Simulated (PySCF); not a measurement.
One of the candidates below gave these computed data.

All candidates are C8H16P (charge +1).

- Rotational structure: rotational constants A, B, C: 2.049, 1.057, 0.852 GHz [GFN2-xTB]
- 13C NMR: chemical shifts (computed TMS as zero) by class: 27.8 (1 C), 27.7 (1 C), 27.3 (1 C), 23.4 (1 C), 22.2 (1 C), 17.6 (1 C), 15.7 (1 C), 7.4 (1 C) ppm [GIAO PBE0/pcSseg-1]
- NMR, other nuclei: isotropic shieldings of nuclei other than C and H, by class: 421 (1 P) ppm [GIAO PBE0/pcSseg-1]
- 1H NMR: chemical shifts (computed TMS as zero) by class: 3.28 (1 H), 3.24 (1 H), 2.99 (1 H), 2.56 (1 H), 2.53 (1 H), 2.53 (1 H), 2.17 (1 H), 2.11 (3 H), 2.07 (1 H), 1.82 (1 H), 1.79 (1 H), 1.60 (3 H) ppm [GIAO PBE0/pcSseg-1]

Electronic properties: PySCF, gas phase, density fitting. Levels stand in brackets. One conformer (not necessarily the lowest) at the GFN2-xTB geometry, without solvent, vibrations or thermal averaging. GFN2-xTB frequencies show an imaginary mode (24i cm⁻¹), so this geometry is no minimum at that level. Each NMR value is the plain mean over a class of atoms that symmetry, rotation or inversion makes alike.

Question: Which candidate is it?
A. `C[P+]12CCC(CC1)CC2`
B. `C=C(C)[P+](C)(C)/C=C\C`
C. `C[C@@H]1C[P@+]1(C)C1CCC1`

Answer: C. It is `C[C@@H]1C[P@+]1(C)C1CCC1`. Numbering: `[CH3:1][C@@H:2]1[CH2:3][P@+:4]1([CH3:5])[CH:6]1[CH2:7][CH2:8][CH2:9]1`. 8 carbons fall into 8 classes; from least to most shielded: four-membered-ring carbon [C9] (27.8 ppm), ring sp3 carbon bound to phosphorus [C6] (27.7 ppm), ring sp3 carbon bound to phosphorus [C2] (27.3 ppm), four-membered-ring carbon [C7] (23.4 ppm), four-membered-ring carbon [C8] (22.2 ppm), ring sp3 carbon bound to phosphorus [C3] (17.6 ppm), methyl carbon [C1] (15.7 ppm), chain sp3 carbon bound to phosphorus [C5] (7.4 ppm). Hydrogen classes from least to most shielded: 1 H on an sp3 carbon bound to phosphorus, C6 (3.28 ppm), 1 H on a four-membered-ring carbon, C7 (3.24 ppm), 1 H on a four-membered-ring carbon, C9 (2.99 ppm), 1 H on a four-membered-ring carbon, C8 (2.56 ppm), 1 H on a four-membered-ring carbon, C8 (2.53 ppm), 1 H on an sp3 carbon bound to phosphorus, C2 (2.53 ppm), 1 H on an sp3 carbon bound to phosphorus, C3 (2.17 ppm), 3 H on an sp3 carbon bound to phosphorus, C5 (2.11 ppm, a mean of values up to 1.4 ppm apart in this geometry), 1 H on a four-membered-ring carbon, C7 (2.07 ppm), 1 H on an sp3 carbon bound to phosphorus, C3 (1.82 ppm), 1 H on a four-membered-ring carbon, C9 (1.79 ppm), 3 H on a methyl carbon, C1 (1.60 ppm, a mean of values up to 1.9 ppm apart in this geometry). The other shieldings belong to: 421 ppm, phosphonium phosphorus [P4]. The optimised geometry has point group C1 and is an asymmetric top.

The others, at the same levels:
- `C=C(C)[P+](C)(C)/C=C\C` fails: it has 7 carbon classes against 8; its computed 13C shifts are 175.7 (1 C), 146.4 (1 C), 136.8 (1 C), 112.7 (1 C), 26.4 (1 C), 21.1 (1 C), 13.1 (2 C) ppm, 1H shifts are 7.89 (1 H), 6.90 (1 H), 6.46 (1 H), 5.67 (1 H), 2.36 (3 H), 2.28 (3 H), 2.02 (6 H) ppm and rotational constant A is 1.573 GHz (against 2.049 GHz).
- `C[P+]12CCC(CC1)CC2` fails: it has 4 carbon classes against 8; its computed 13C shifts are 25.9 (3 C), 24.5 (1 C), 17.7 (3 C), 8.7 (1 C) ppm and 1H shifts are 2.28 (6 H), 2.25 (6 H), 2.10 (1 H), 1.86 (3 H) ppm.

Each candidate is one conformer, not necessarily the lowest. The conformers computed, where there is a choice (atom-mapped SMILES and torsion angles):
- `[CH3:1][C@@H:2]1[CH2:3][P@+:4]1([CH3:5])[CH:6]1[CH2:7][CH2:8][CH2:9]1`: C3–P4–C6–C7 123°
- `[CH2:1]=[C:2]([CH3:3])[P+:4]([CH3:5])([CH3:6])/[CH:7]=[CH:8]\[CH3:9]`: C1–C2–P4–C5 148°, C2–P4–C7–C8 59°

The conformers of `C[P+]12CCC(CC1)CC2` aren't listed.
